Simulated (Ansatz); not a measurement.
Z-matrix (Å, degrees):
```
C
Ga 1 1.994
F 1 1.392 2 111.7
H 1 1.097 2 111.0 3 120.6
H 1 1.097 2 111.0 3 -120.6
Sn 2 2.616 1 117.9 3 0.0
H 2 1.576 1 117.6 3 -180.0
H 6 1.710 2 111.0 1 59.4
H 6 1.711 2 113.0 1 179.8
H 6 1.710 2 111.0 1 -59.8
```

Total charge 0; spin multiplicity 1. Sn: def2 effective core potential.

(1) List the ωB97M-V/def2-TZVPP orbital energies in eV (the Gaussian-basis code of Ansatz). (An estimate is asked.)

Results:

(1) Computed: Occupied: -10153.85, -1257.37, -1111.56, -1111.46, -1111.44, -677.09, -283.19, -154.68, -142.65, -107.21, -106.92, -106.87, -97.19, -97.19, -97.19, -35.92, -30.81, -30.81, -30.75, -30.67, -30.67, -26.27, -26.15, -26.12, -26.03, -25.94, -21.81, -17.17, -16.18, -16.07, -15.61, -13.69, -12.29, -11.19, -11.18, -10.30, -9.31. Lowest empty: -0.41, 1.47, 1.85, 2.38, 2.59, 2.60, 3.48, 3.81.
